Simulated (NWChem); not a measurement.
System: C2H4ClFSi; SMILES F/C([SiH3])=C\Cl

Computed with NWChem. Pople sets run with spherical d functions. The geometry was optimised at PBE-D3(BJ)/def2-SVP. B3LYP is NWChem's, with the RPA form of VWN correlation. Vertical excitations in the gas phase; the lowest state need not have the same character in each row.

```json
[
 {"level": "PBE/6-31+G*, full TDDFT", "lowest excitation, singlet (eV)": "5.40", "oscillator strength of that lowest state": "0.001", "lowest state with f > 0.02, singlet (eV)": "5.95", "orbital gap (eV)": "4.67"},
 {"level": "B3LYP/6-31+G*, full TDDFT", "lowest excitation, singlet (eV)": "5.78", "oscillator strength of that lowest state": "0.001", "lowest state with f > 0.02, singlet (eV)": "6.29", "orbital gap (eV)": "6.36"},
 {"level": "BHandHLYP/6-31+G*, full TDDFT", "lowest excitation, singlet (eV)": "6.26", "oscillator strength of that lowest state": "0.002", "lowest state with f > 0.02, singlet (eV)": "6.69", "orbital gap (eV)": "8.86"}
]
```
